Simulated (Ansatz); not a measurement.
Molecule: KI (charge -1, doublet). 
Geometry from a B3LYP-D3(BJ)/def2-TZVP (Ansatz, a first-principles code) optimisation:
```
K
I 1 3.3148
```
Charge -1, spin multiplicity 2.

Basis-set convergence of Hartree-Fock and CCSD correlation energies (hartree) with Ansatz. Cores are frozen in the correlated levels unless marked. Open shells are spin-unrestricted. No spin-orbit coupling. Frozen are the shells of the preceding noble gas and the d and f shells that filled before the atom's block. The outer core of K, Ca and their heavier congeners is not correlated, a term that matters for these elements. Past Kr the def2 sets carry scalar-relativistic core potentials.

| basis | functions | E(HF) | E(corr, CCSD) |
|---|---|---|---|
| def2-SVPD | 62 | -895.85127 | -0.11983 |
| def2-TZVPPD | 95 | -895.93168 | -0.16032 |
| def2-QZVPPD | 161 | -895.94378 | -0.18164 |

Extrapolating the two largest sets (X = 3 and 4) as X^-3: E(corr) = (64·(-0.18164) - 27·(-0.16032))/37 = -0.1972 Eh, an estimate of the basis-set limit. The largest set recovers 92.1 % of it, the smallest 60.8 %.
